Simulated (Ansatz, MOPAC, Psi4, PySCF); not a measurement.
Pair of molecules: HCl (SMILES Cl) (first 2 atoms) with CH3F (SMILES CF); geometry from B3LYP-D3(BJ)/def2-TZVP, rigid monomers moved along the line of their centres of mass till H2···F4 is 3.48 Å.
(charge 0, multiplicity 1):
```tsv
atom	x (Å)	y (Å)	z (Å)
Cl	0.1652	0.0521	-0.1361
H	0.2154	0.5086	1.0704
C	-0.6570	-0.5414	5.0664
F	-0.1176	0.6387	4.5343
H	0.0594	-0.9508	5.7771
H	-1.5940	-0.2923	5.5623
H	-0.8288	-1.2394	4.2479
```

```tsv
level	interaction energy (kcal/mol)	minus CCSD(T)/CBS(aug-cc-pV(D+d)Z, aug-cc-pV(T+d)Z)
PM7	-1.02	0.00
HF/3-21G (no counterpoise)	-1.16	-0.13
PBE-D4/def2-TZVPPD	-1.03	-0.01
BP86/6-31G* (no counterpoise)	-0.85	0.17
r2SCAN-D3(BJ)/def2-TZVPPD	-0.99	0.03
r2SCAN-D4/def2-TZVPPD	-0.98	0.04
B3LYP/6-31G* (no counterpoise)	-0.97	0.06
B3LYP/6-311+G** (no counterpoise)	-1.02	0.00
PBE0/def2-TZVPPD	-0.89	0.13
PBE0-D3(BJ)/def2-TZVPPD	-1.06	-0.04
wB97M-V/def2-TZVPPD	-1.00	0.03
MP2/CBS(aug-cc-pV(D+d)Z, aug-cc-pV(T+d)Z)	-1.05	-0.02
CCSD(T)/CBS(aug-cc-pV(D+d)Z, aug-cc-pV(T+d)Z)	-1.02	0.00
SAPT0/jun-cc-pV(D+d)Z	-1.16	-0.14
```

 The comparison column counts from a level with limits of its own.

The rows run from -1.16 (SAPT0/jun-cc-pV(D+d)Z) to -0.85 kcal/mol (BP86/6-31G* (no counterpoise)). The dispersion term adds -0.17 in PBE0-D3(BJ).

Counterpoise-corrected where a basis set is named; no monomer relaxation. Rows marked so take none.

Frozen-core correlation. CBS(a, b) extrapolates the correlation energy as X⁻³ and adds the Hartree–Fock energy of set b. Rows in 3-21G, 6-311+G**, 6-31G* carry no dispersion term and start afresh at each structure (6-31G* with six Cartesian d functions). The state that PM7 reach isn't checked; PM7 holds dispersion and hydrogen-bond terms.

Programs: Ansatz (Gaussian orbitals); MOPAC for PM7 (differences of heats of formation); Psi4 for SAPT; PySCF for 3-21G rows, 6-311+G** rows, 6-31G* rows, the dispersion terms. Values without a source in brackets are computed.

Ansatz is a program for electronic structure.
